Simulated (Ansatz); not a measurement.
The same path of F₂H₅HfNO₂ (11 atoms, charge 0, multiplicity 1) was run twice with different band settings. Lost on the way: O9–H11. Made: N2–H11.

Computed with RKS PBE0-D4/def2-SVP (Ansatz).

Relaxed end points:

```xyz
11
Properties=species:S:1:pos:R:3
Hf 0.045 -0.098 0.188
N -0.090 0.120 2.237
H -0.827 0.677 2.664
H 0.666 0.043 2.915
F 1.732 0.399 -0.602
O -1.216 1.239 -0.367
H -1.859 1.830 -0.752
F -0.782 -1.701 -0.565
O 1.261 -1.960 1.069
H 0.984 -2.715 0.531
H 0.797 -2.069 1.912
```

```xyz
11
Properties=species:S:1:pos:R:3
Hf 0.268 -0.416 -0.034
N 0.364 0.048 2.346
H -0.486 0.516 2.658
H 1.156 0.637 2.603
F 1.944 0.566 0.055
O -1.399 0.602 0.109
H -2.171 0.846 -0.402
F 0.243 -0.821 -1.922
O 0.231 -2.254 0.661
H 0.114 -3.132 0.295
H 0.445 -0.828 2.861
```

Common settings: movable images 7; climbing image yes; spring 5.0 eV/Å²; optimiser quadratic models (default); force threshold 0.05 eV/Å; iteration limit 60; end points relaxed.

| run | start path |
| --- | --- |
| 1 | through a guess of the saddle point |
| 2 | straight line |

(1) What does each run give, and how far can it be trusted?

Results:

(1) Run 1: converged after 22 iterations, highest image 0.143 eV above the first end. A vibrational analysis at the climbing image gives one clearly imaginary mode, 669i cm⁻¹: a first-order saddle point.
Run 2: converged after 24 iterations, highest image 0.143 eV above the first end. Another band between the same ends (7 images) ends at a top of the same energy, where a vibrational analysis finds 1 clearly imaginary mode.
The orbitals stay closed-shell, which can raise the energy where a bond breaks towards radicals; this wasn't checked here.
